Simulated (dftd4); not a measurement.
silole (C₄H₆Si), singlet, at a GFN2-xTB geometry; D4 for r2scan (dftd4).

dftd4 was given this input:
```
$ dftd4 mol.xyz --func r2scan --charge 0 --json dftd4.json --noedisp --grad

# file mol.xyz
11

C     -1.20638586     0.78574789    -0.41109095
C      0.02710569     1.29088450    -0.29376265
Si     1.21355663    -0.07286224     0.24738050
C     -0.23813991    -1.27821395     0.25074385
C     -1.35277056    -0.63209551    -0.11058672
H     -2.07420278     1.35899959    -0.70866783
H      0.24603893     2.32689193    -0.49207049
H      1.78955600     0.14895981     1.57457124
H      2.23200545    -0.39041535    -0.75478595
H     -0.23451069    -2.32758409     0.49442049
H     -2.32753594    -1.09471811    -0.18861565
```

Question: What does dftd4 print? Leave out banner, timings and long lists.

Answer: 
```
                    ____  _____ _____     ____  _  _
      -------------|  _ \|  ___|_   _|---|  _ \| || |------------
     |             | | | | |_    | | ___ | | | | || |_           |
     |             | |_| |  _|   | ||___|| |_| |__   _|          |
     |             |____/|_|     |_|     |____/   |_|            |
     |             ===================================           |
     |            E. Caldeweyher, S. Ehlert & S. Grimme          |
     |          Mulliken Center for Theoretical Chemistry        |
     |                    University of Bonn                     |
      -----------------------------------------------------------

Rational (Becke-Johnson) damping: r2scan-D4-ATM
---------------------
  s6         1.0000
  s8         0.6019
  s9         1.0000
  a1         0.5156
  a2         5.7734
 alp        16.0000
--------------------

Dispersion energy:      -2.3736712773899E-03 Eh

Gradient norm:           7.2646949829528E-05 Eh/a0
--------------------------------------------------
     #    Z           dE/dx      dE/dy      dE/dz
--------------------------------------------------
     1    6 C    -2.012E-05  1.579E-05 -7.479E-06
     2    6 C     3.408E-06  3.131E-05 -6.602E-06
     3   14 Si    2.634E-05 -1.582E-06  5.370E-06
     4    6 C    -3.060E-06 -3.133E-05  6.673E-06
     5    6 C    -2.312E-05 -1.320E-05 -1.335E-06
     6    1 H    -7.241E-06  5.563E-06 -2.664E-06
     7    1 H     4.816E-07  1.071E-05 -2.389E-06
     8    1 H     1.568E-05  1.968E-07  8.566E-06
     9    1 H     1.764E-05 -2.197E-06 -1.774E-06
    10    1 H    -1.722E-06 -1.064E-05  2.136E-06
    11    1 H    -8.294E-06 -4.630E-06 -5.032E-07
--------------------------------------------------

Virial:
--------------------------------------------------
      component           x          y          z
--------------------------------------------------
          x       3.602E-04  9.458E-06  6.152E-05
          y       9.458E-06  3.109E-04 -6.445E-05
          z       6.152E-05 -6.445E-05  5.141E-05
--------------------------------------------------

[Info] Dispersion results written to 'dftd4.txt'
[Info] JSON dump of results written to 'dftd4.json'
```
